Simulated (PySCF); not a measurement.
**NaZn⁺: from constants to spectrum**

RHF-CCSD(T) constants of NaZn⁺, ¹Σ⁺ (singlet), closed shell (Na 6-31G(d,p), Zn 6-31G(d,p); no relativity (PySCF 2.14); masses 22.9898 and 63.9291 u):

```
ωe              : 189.8 cm⁻¹
ωexe            : 1.68 cm⁻¹
Be              : 0.12753 cm⁻¹
αe              : 0.00127 cm⁻¹
D (centrifugal) : 2.3e-07 cm⁻¹
De to Na⁺ + Zn  : 0.69 eV
```

Problem. Give the vibrational terms G(v) and spacings up to v = 6.

Solution. G(v) = ωe(v+½) − ωexe(v+½)².

```
v  G(v) (cm⁻¹)  G(v) − G(v−1)  Bv (cm⁻¹)
0         94.5                    0.1269
1        280.9          186.4     0.1256
2        464.0          183.1     0.1244
3        643.7          179.7     0.1231
4        820.1          176.4     0.1218
5        993.1          173.0     0.1205
6       1162.7          169.6     0.1193
```

Problem. How well does the Morse estimate ωe²/(4ωexe) reproduce De, and what is D0?

Solution. It gives 0.66 eV, 96 % of the computed De. D0 = De − G(0) = 0.69 − 0.01 = 0.68 eV.

Correlated steps freeze 6 core orbitals. Correlated levels converge slowly with the basis: in double zeta they bind strong bonds too weakly, by up to about 1 eV, and carry superposition errors of some tenths. For an ion De counts to the pair picked by the measured ionisation energies or electron affinities, which need not be the lowest pair at this level.
